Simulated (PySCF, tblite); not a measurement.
Species: C3H10OSi4.
SMILES with atom numbers: `[CH2:1]=[C:2]([CH:3]=[O:4])[SiH:5]1[SiH2:6][SiH2:7][SiH2:8]1` (hydrogens: H9, H10 on C1; H11 on C3; H12 on Si5; H13, H14 on Si6; H15, H16 on Si7; H17, H18 on Si8)

Structure used (GFN2-xTB), in Å, numbered top down from 1:
```xyz
18
C3H10OSi4 angstrom
C     -3.017    0.271   -0.442
C     -1.736   -0.002   -0.168
C     -1.389   -1.242    0.491
O     -0.250   -1.557    0.774
Si    -0.206    1.051   -0.529
Si     1.402   -0.374   -1.524
Si     2.566   -0.454    0.524
Si     1.076    1.114    1.461
H     -3.820   -0.408   -0.189
H     -3.302    1.186   -0.932
H     -2.229   -1.921    0.738
H     -0.791    2.237   -1.185
H      0.885   -1.614   -2.118
H      2.129    0.236   -2.653
H      2.704   -1.752    1.185
H      3.966    0.011    0.445
H      1.646    2.438    1.769
H      0.358    0.786    2.701
```

The calculation used PBE0/pcSseg-1 in PySCF (dipole) on a GFN2-xTB geometry, gas phase.

Masses are those of the commonest isotopes; rigid-rotor values at the optimised geometry. The values belong to one conformer with, in the numbering `[CH2:1]=[C:2]([CH:3]=[O:4])[SiH:5]1[SiH2:6][SiH2:7][SiH2:8]1`, C1–C2–C3–O4 180°, C1–C2–Si5–Si6 -132°.

Give the principal moments of inertia and the rotational constants in MHz.

Ia = 333.85, Ib = 638.32, Ic = 673.10 u·Å²; 505379 MHz·u·Å²/I gives A = 1514, B = 791.7, C = 750.8 MHz.

Classify the top.

An asymmetric top; Ray's κ = -0.893.

What does the inertial defect say?

Not planar: Δ = Ic − Ia − Ib = -299.08 u·Å². For a rigid frame Δ = −2 Σ m c², so Σ m c² = 149.54 u·Å² lies off the ab plane: 21.62 from hydrogen and 127.92 from heavier atoms. The atom farthest from that plane is 2.47 Å away.

Where do the levels up to J = 5 lie, in MHz?

Above 0(0,0):
J = 1: 1(0,1) 1543, 1(1,1) 2265, 1(1,0) 2306
J = 2: 2(0,2) 4626, 2(1,2) 5309, 2(1,1) 5432, 2(2,1) 7598, 2(2,0) 7599
J = 3: 3(0,3) 9247, 3(1,3) 9874, 3(1,2) 10119, 3(2,2) 12225, 3(2,1) 12234, 3(3,1) 15939, 3(3,0) 15939
J = 4: 4(0,4) 15400, 4(1,4) 15959, 4(1,3) 16368, 4(2,3) 18394, 4(2,2) 18419, 4(3,2) 22112, 4(3,1) 22113, 4(4,1) 27307, 4(4,0) 27307
J = 5: 5(0,5) 23080, 5(1,5) 23563, 5(1,4) 24175, 5(2,4) 26103, 5(2,3) 26161, 5(3,3) 29830, 5(3,2) 29832, 5(4,2) 35023, 5(4,1) 35023, 5(5,1) 41702, 5(5,0) 41702

Which types of transition are allowed, and where do some lines up to J = 3 fall?

The dipole components are |μa| = 3.42 D, |μb| = 0.00 D, |μc| = 0.50 D; the mirror of this Cs structure is the ac plane, so μb vanishes by symmetry (the 0.01 D computed is a residue) and there are no b-type lines. The squared components, which scale the intensities, stand as 1.00 : 0.02 (a : c). Some lines, for components of 0.1 D or more:

| type | branch | J(Ka,Kc) | MHz | lower level (cm⁻¹) |
| --- | --- | --- | --- | --- |
| c | Q | 3(1,3) ← 3(0,3) | 627 | 0.308 |
| c | Q | 2(1,2) ← 2(0,2) | 683 | 0.154 |
| c | Q | 1(1,1) ← 1(0,1) | 722 | 0.051 |
| a | R | 1(0,1) ← 0(0,0) | 1543 | 0.000 |
| c | Q | 3(2,2) ← 3(1,2) | 2106 | 0.338 |
| c | Q | 2(2,1) ← 2(1,1) | 2166 | 0.181 |
| c | R | 1(1,0) ← 0(0,0) | 2306 | 0.000 |
| a | R | 2(1,2) ← 1(1,1) | 3044 | 0.076 |
| a | R | 2(0,2) ← 1(0,1) | 3083 | 0.051 |
| a | R | 2(1,1) ← 1(1,0) | 3126 | 0.077 |
| c | Q | 3(3,1) ← 3(2,1) | 3705 | 0.408 |
| a | R | 3(1,3) ← 2(1,2) | 4565 | 0.177 |
| a | R | 3(0,3) ← 2(0,2) | 4621 | 0.154 |
| a | R | 3(2,2) ← 2(2,1) | 4628 | 0.253 |
| a | R | 3(2,1) ← 2(2,0) | 4634 | 0.253 |
| a | R | 3(1,2) ← 2(1,1) | 4688 | 0.181 |
| c | R | 2(2,0) ← 1(1,0) | 5294 | 0.077 |
| c | R | 2(2,1) ← 1(1,1) | 5333 | 0.076 |
| c | R | 3(1,2) ← 2(0,2) | 5494 | 0.154 |
| c | R | 3(2,1) ← 2(1,1) | 6802 | 0.181 |
| c | R | 3(2,2) ← 2(1,2) | 6917 | 0.177 |
| c | R | 3(3,0) ← 2(2,0) | 8340 | 0.253 |
| c | R | 3(3,1) ← 2(2,1) | 8341 | 0.253 |

Estimate the classical rotational partition function at 25 K, 100 K and 500 K.

Point group Cs, symmetry number σ = 1; q = (√π/σ)·√((kT/h)³/(ABC)), k/h = 20836.6 MHz/K: 22200 at 25 K, 178000 at 100 K, 1990000 at 500 K.

Its GFN2-xTB frequencies are all real (lowest 47 cm⁻¹). These are rigid-rotor constants of the computed structure; measured ground-state constants (B0) also hold zero-point vibration.
